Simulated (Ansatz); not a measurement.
A nudged elastic band was laid between two geometries of Cl$_{4}$FHHf (7 atoms, charge 0, multiplicity 1).

Theory: RKS B3LYP-D4/def2-SVP (Ansatz).

```json
{"movable images": "5", "climbing image": "yes", "spring": "20.0 eV/Å²", "optimiser": "quadratic models (default)", "start path": "through a guess of the saddle point", "force threshold": "0.03 eV/Å", "iteration limit": "60", "end points": "relaxed"}
```

Initial state:

```xyz
7
Properties=species:S:1:pos:R:3
Hf -0.089 0.000 0.040
Cl 0.202 0.000 2.433
Cl 2.160 0.000 -0.595
Cl -0.863 1.979 -0.958
Cl -0.863 -1.979 -0.958
F -2.277 0.000 1.067
H -2.010 0.000 1.976
```

Final state:

```xyz
7
Properties=species:S:1:pos:R:3
Hf -0.528 0.000 -0.633
Cl -0.133 0.000 3.658
Cl 1.710 0.000 0.041
Cl -0.970 1.915 -1.905
Cl -0.970 -1.916 -1.905
F -1.695 0.000 0.882
H -1.154 0.000 2.864
```

(1) Which bonds break or form, and what moves?

(2) Give the energies along the band, and the barrier.

(3) What is the geometry of the highest image?

The band took 15 iterations and about 13 core-minutes.

Answers

(1) Bonds broken: Hf1–Cl2, F6–H7. Bonds formed: Cl2–H7. Cl4FHHf becomes Cl3FHf + ClH.

(2) The forces met the threshold. The highest image is number 2 of 0 to 6, 0.34 eV above the first end and 0.27 eV above the last; the last end lies 0.07 eV above the first. Another band between the same ends (5 images) ends at a top of the same energy, where a vibrational analysis finds 1 clearly imaginary mode. The orbitals stay closed-shell, which can raise the energy where a bond breaks towards radicals; this wasn't checked here.

```tsv
image	path coordinate (Å)	energy (eV)	Hf1–Cl2 (Å)	F6–H7 (Å)	Cl2–H7 (Å)
0	0.00	0.00	2.41	0.95	2.26
1	0.52	0.09	2.49	0.98	1.90
2	1.04	0.34	2.67	1.27	1.47
3	1.62	0.19	2.89	1.85	1.31
4	2.20	0.14	3.13	2.36	1.30
5	2.77	0.11	3.76	2.25	1.29
6	3.35	0.07	4.31	2.05	1.29
```

(3) 
```xyz
7
Properties=species:S:1:pos:R:3
Hf -0.388 0.000 -0.063
Cl 0.037 0.000 2.575
Cl 1.962 0.000 -0.225
Cl -0.937 1.916 -1.279
Cl -0.937 -1.916 -1.280
F -2.109 0.000 1.119
H -1.369 0.000 2.155
```

Run time: 3.4 min on 4 threads of Arm Neoverse V2 (shared host), peak memory 0.36 GiB.
